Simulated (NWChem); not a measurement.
System: BiH2F; SMILES [F][BiH2]

All runs: NWChem. Geometry: optimised at PBE-D3(BJ)/def2-SVP. def2 effective core potentials on Bi; no spin-orbit coupling. Ions are spin-unrestricted doublets at the neutral geometry. Hybrids' shares of exact exchange are those that their runs print; pure functionals count as 0. The functionals differ in more than this share.

```
row                     share of exact exchange  ΔSCF ionisation energy minus −ε(HOMO) (eV)
----------------------  -----------------------  ------------------------------------------
PBE/def2-TZVP                              0.00                                        3.27
B3LYP/def2-TZVP                            0.20                                        2.55
PBE0/def2-TZVP                             0.25                                        2.32
Hartree-Fock/def2-TZVP                     1.00                                    withheld
```

### Question
Fit a straight line of the last column on the one before it, predict the withheld value, and compare with the run.

### Answer

1. Means of the 3 shown rows: x = 0.150, y = 2.713. Slope Σ(x − x̄)(y − ȳ)/Σ(x − x̄)² = -0.1310/0.03500 = -3.743; intercept 3.275.
2. The shown rows scatter about the line by 0.018 (root mean square); the largest residual is +0.02, at B3LYP/def2-TZVP.
3. At x = 1.00 (Hartree-Fock/def2-TZVP; beyond the shown range) the line gives -0.47.
4. The run gives -0.74, -0.27 from the line. The line crosses zero at a share of 0.87.
